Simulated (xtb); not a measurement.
H₃S₂ (SMILES S[SH2+]), charge +1, singlet, from a rough starting geometry; GFN2-xTB (xtb).

xtb was given this input:
```
$ xtb mol.xyz --gfn 2 --chrg 1 --opt vtight --json

# file mol.xyz
5

S      1.14083251    -0.27941016     0.62747717
S     -0.57575027     0.14392040    -0.47370006
H      1.95979797    -0.24791522    -0.45216399
H     -1.09600920     1.16843834     0.21760473
H     -1.44222393    -0.74093483     0.08717199
```

Output, abridged:

```
   ID    Z sym.   atoms
    1   16 S      1, 2
    2    1 H      3-5

           -------------------------------------------------
          |                Calculation Setup                |
           -------------------------------------------------

           -------------------------------------------------
          |                 G F N 2 - x T B                 |
           -------------------------------------------------

          ...................................................
          :                      SETUP                      :
          :.................................................:
          :  # basis functions                  23          :
          :  # atomic orbitals                  21          :
          :  # shells                            9          :
          :  # electrons                        14          :
          :  max. iterations                   250          :
          :  Hamiltonian                  GFN2-xTB          :
          :  restarted?                      false          :
          :  GBSA solvation                  false          :
          :  PC potential                    false          :
          :  electronic temp.          300.0000000     K    :
          :  accuracy                    1.0000000          :
          :  -> integral cutoff          0.2500000E+02      :
          :  -> integral neglect         0.1000000E-07      :
          :  -> SCF convergence          0.1000000E-05 Eh   :
          :  -> wf. convergence          0.1000000E-03 e    :
          :  Broyden damping             0.4000000          :
          :  net charge                          1          :
          :  unpaired electrons                  0          :
          ...................................................

 iter      E             dE          RMSdq      gap      omega  full diag
   1     -7.5527215 -0.755272E+01  0.657E+00    3.68       0.0  T
   2     -7.5595659 -0.684440E-02  0.309E+00    3.14       1.0  T
   3     -7.5604830 -0.917051E-03  0.613E-01    2.83       1.0  T
   4     -7.5605081 -0.250867E-04  0.248E-01    2.82       1.0  T
   5     -7.5605126 -0.452375E-05  0.680E-02    2.81       1.0  T
   6     -7.5605132 -0.608145E-06  0.234E-02    2.81       1.9  T
   7     -7.5605133 -0.699255E-07  0.951E-03    2.81       4.7  T
   8     -7.5605133 -0.205574E-07  0.292E-03    2.81      15.3  T
   9     -7.5605133 -0.176155E-08  0.693E-04    2.81      64.5  T
  10     -7.5605133 -0.719398E-10  0.219E-04    2.81     204.1  T

   *** convergence criteria satisfied after 10 iterations ***

         :::::::::::::::::::::::::::::::::::::::::::::::::::::
         ::                     SUMMARY                     ::
         :::::::::::::::::::::::::::::::::::::::::::::::::::::
         :: total energy              -7.531975058990 Eh    ::
         :: gradient norm              0.014460190235 Eh/a0 ::
         :: HOMO-LUMO gap              2.811188619857 eV    ::
         ::.................................................::
         :: SCC energy                -7.560513225835 Eh    ::
         :: -> isotropic ES            0.125877937423 Eh    ::
         :: -> anisotropic ES          0.001741158214 Eh    ::
         :: -> anisotropic XC          0.006323750811 Eh    ::
         :: -> dispersion             -0.001694492133 Eh    ::
         :: repulsion energy           0.028538166846 Eh    ::
         :: add. restraining           0.000000000000 Eh    ::
         :: total charge               1.000000000000 e     ::
         :::::::::::::::::::::::::::::::::::::::::::::::::::::

      -----------------------------------------------------------
     |                   =====================                   |
     |                        A N C O P T                        |
     |                   =====================                   |
     |               Approximate Normal Coordinate               |
[...]
 * total energy  :    -7.5319751 Eh     change       -0.6607159E-11 Eh
 * total energy  :    -7.5321648 Eh     change       -0.1897623E-03 Eh
 * total energy  :    -7.5322760 Eh     change       -0.1112243E-03 Eh
 * total energy  :    -7.5322931 Eh     change       -0.1707869E-04 Eh
 * total energy  :    -7.5323049 Eh     change       -0.1182498E-04 Eh
 * total energy  :    -7.5323099 Eh     change       -0.4920491E-05 Eh
 * total energy  :    -7.5323099 Eh     change       -0.5333357E-07 Eh
 * total energy  :    -7.5323109 Eh     change       -0.9641479E-06 Eh
 * total energy  :    -7.5323112 Eh     change       -0.2706173E-06 Eh
 * total energy  :    -7.5323114 Eh     change       -0.2497266E-06 Eh
 * total energy  :    -7.5323115 Eh     change       -0.9444484E-07 Eh
   *** GEOMETRY OPTIMIZATION CONVERGED AFTER 11 ITERATIONS ***
         :: total energy              -7.532311502007 Eh    ::
[...]
          |                Property Printout                |
           -------------------------------------------------

    * Orbital Energies and Occupations

         #    Occupation            Energy/Eh            Energy/eV
      -------------------------------------------------------------
         1        2.0000           -1.0077000             -27.4209
         2        2.0000           -0.9464118             -25.7532
         3        2.0000           -0.7631216             -20.7656
         4        2.0000           -0.7584123             -20.6374
         5        2.0000           -0.7331517             -19.9501
         6        2.0000           -0.6893973             -18.7595
         7        2.0000           -0.6089619             -16.5707 (HOMO)
         8                         -0.5055513             -13.7568 (LUMO)
         9                         -0.4545873             -12.3699
        10                         -0.3761786             -10.2363
        11                         -0.3563832              -9.6977
        12                         -0.2847233              -7.7477
        13                         -0.2745968              -7.4722
        14                         -0.2527073              -6.8765
        15                         -0.2125463              -5.7837
        16                         -0.1825077              -4.9663
        17                         -0.1724060              -4.6914
        18                         -0.0842242              -2.2919
       ...                                ...                  ...
        21                          0.3080015               8.3811
      -------------------------------------------------------------
                  HL-Gap            0.1034106 Eh            2.8139 eV
             Fermi-level           -0.5572566 Eh          -15.1637 eV

     #   Z          covCN         q      C6AA      α(0)
     1  16 S        1.897     0.025   140.040    19.918
     2  16 S        2.816     0.299   129.466    19.150
     3   1 H        0.922     0.217     1.017     1.577
     4   1 H        0.921     0.230     0.960     1.532
     5   1 H        0.921     0.230     0.959     1.532

 Mol. C6AA /au·bohr⁶  :        685.160051
 Mol. C8AA /au·bohr⁸  :      29850.446192
 Mol. α(0) /au        :         43.709309

Wiberg/Mayer (AO) data.
largest (>0.10) Wiberg bond orders for each atom

 ---------------------------------------------------------------------------
     #   Z sym  total        # sym  WBO       # sym  WBO       # sym  WBO
 ---------------------------------------------------------------------------
     1  16 S    2.179 --     2 S    1.197     3 H    0.928
     2  16 S    3.043 --     1 S    1.197     5 H    0.914     4 H    0.914
     3   1 H    0.953 --     1 S    0.928
     4   1 H    0.947 --     2 S    0.914
     5   1 H    0.947 --     2 S    0.914
 ---------------------------------------------------------------------------

Topologies differ in total number of bonds
Writing topology from bond orders to xtbtopo.mol

molecular dipole:
                 x           y           z       tot (Debye)
 q only:       -0.569       0.139      -0.291
   full:       -0.458       0.116      -0.237       1.343
molecular quadrupole (traceless):
                xx          xy          yy          xz          yz          zz
 q only:        4.957      -1.069      -1.575      -0.920       0.290      -3.381
  q+dip:        5.451      -0.928      -1.161      -2.512       0.684      -4.290
   full:        6.125      -1.205      -1.862      -2.141       0.548      -4.263

optimized geometry written to: xtbopt.xyz

           -------------------------------------------------
          | TOTAL ENERGY               -7.532311502007 Eh   |
          | GRADIENT NORM               0.000019154089 Eh/α |
          | HOMO-LUMO GAP               2.813944606203 eV   |
           -------------------------------------------------

normal termination of xtb
```
